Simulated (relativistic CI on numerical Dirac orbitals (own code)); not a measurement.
## Crystal-field levels of Tc⁶⁺, 4d

Calculated by Dirac-Coulomb-Breit CI, orbitals from a KLI potential per configuration, a model potential for QED, one configuration in a parametric crystal field, unscaled Slater integrals (own radial code).

Field parameters in Wybourne normalisation: D3d B²₀ = −7Dσ, B⁴₀ = −14Dq − 21Dτ, B⁴₃ = −14√(10/7) Dq. The field is a parameter set, without covalency.

S is read from ⟨S²⟩ = S(S + 1).

Levels (cm⁻¹, degeneracy): 0 (2), 2009 (2), 3556 (2), 26365 (2), 26521 (2).

(1) Which field gives this pattern?
A. D3d, 10Dq = 24300, Dσ = 550, Dτ = 10 cm⁻¹
B. D3d, 10Dq = 24300, Dσ = 760, Dτ = 10 cm⁻¹
C. D3d, 10Dq = 24300, Dσ = -110, Dτ = 10 cm⁻¹
D. D3d, 10Dq = 24300, Dσ = 980, Dτ = 10 cm⁻¹

Results:

(1) B. D3d, 10Dq = 24300, Dσ = 760, Dτ = 10 cm⁻¹, ground level with S = 0.50.
